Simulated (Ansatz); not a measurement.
Geometry optimisation, UKS LDA/STO-3G (Ansatz 0.2.0).

Input file:

```yaml
crystal:
  periodic: [false, false, false]
  atoms:
    - { symbol: B, position_ang: [-1.7351, -0.8046, -0.7522] }
    - { symbol: Si, position_ang: [-0.5184, 0.351, 0.1915] }
    - { symbol: C, position_ang: [0.9555, -0.6483, 0.6662] }
    - { symbol: "N", position_ang: [0.6856, -1.6757, 1.6295] }
    - { symbol: Si, position_ang: [0.1281, 2.0251, -1.1493] }
    - { symbol: Cl, position_ang: [1.5045, 3.2472, -0.1114] }
    - { symbol: H, position_ang: [-2.0602, -0.4882, -1.8692] }
    - { symbol: H, position_ang: [-2.2095, -1.6922, -0.2445] }
    - { symbol: H, position_ang: [-1.1465, 0.9194, 1.4413] }
    - { symbol: H, position_ang: [1.4443, -1.1028, -0.2042] }
    - { symbol: H, position_ang: [1.7166, 0.0355, 1.1694] }
    - { symbol: H, position_ang: [0.0918, -2.4138, 1.1372] }
    - { symbol: H, position_ang: [1.4414, -2.1178, 1.9507] }
    - { symbol: H, position_ang: [-1.0729, 2.8475, -1.4877] }
    - { symbol: H, position_ang: [0.753, 1.467, -2.338] }
magnetization:
  spin_polarized: true
basis:
  gaussian: { orbitals: STO-3G }
hamiltonian:
  xc: lda
relax:
  f_tol: 0.02
  max_steps: 40
```

Launched with:

```bash
$ ansatz run input.yaml --threads 1 --pin off --max-ram 2048MiB --backend cpu --events-out ev --progress --plain --runs-dir out
```

Where does it end, and by what steps?

The run converged. The force dipped under the threshold on the way, but the program's further checks kept it going. Limits of this set-up: minimal basis. After 36 steps the energy has fallen by 0.943 eV; H8 moved furthest, 1.53 Å. The start is strongly strained (largest force component 8 eV/Å).

| step | energy less start (eV) | largest force component (eV/Å) | accepted |
| --- | --- | --- | --- |
| 0 | 0.0000 | 8.232 | yes |
| 2 | -0.7907 | 0.869 | yes |
| 4 | -0.8554 | 0.162 | yes |
| 6 | -0.8614 | 0.070 | yes |
| 8 | -0.8656 | 0.179 | yes |
| 10 | -0.8869 | 0.146 | yes |
| 12 | -0.8725 | 0.936 | no |
| 14 | -0.9115 | 0.289 | yes |
| 16 | -0.9217 | 0.480 | yes |
| 18 | -0.9122 | 0.558 | no |
| 20 | -0.9364 | 0.046 | yes |
| 22 | -0.9389 | 0.192 | yes |
| 24 | -0.9403 | 0.077 | yes |
| 26 | -0.9410 | 0.019 | yes |
| 28 | -0.9418 | 0.040 | yes |
| 30 | -0.9423 | 0.012 | yes |
| 32 | -0.9424 | 0.059 | yes |
| 34 | -0.9427 | 0.029 | yes |
| 36 | -0.9430 | 0.019 | yes |

```xyz
15
Properties=species:S:1:pos:R:3
B -1.763 -0.748 -0.852
Si -0.574 0.312 0.229
C 0.968 -0.603 0.824
N 0.560 -1.674 1.799
Si 0.106 1.928 -1.197
Cl 1.737 2.963 -0.357
H -2.905 -0.483 -0.945
H -1.359 -1.636 -1.510
H -1.221 0.981 1.343
H 1.547 -0.975 -0.050
H 1.621 0.109 1.362
H 0.116 -2.436 1.203
H 1.469 -2.131 2.112
H -0.915 2.931 -1.461
H 0.590 1.412 -2.469
```

Run time: 2.8 min on 1 thread of Arm Neoverse V1 (shared host), peak memory 0.2 GiB.
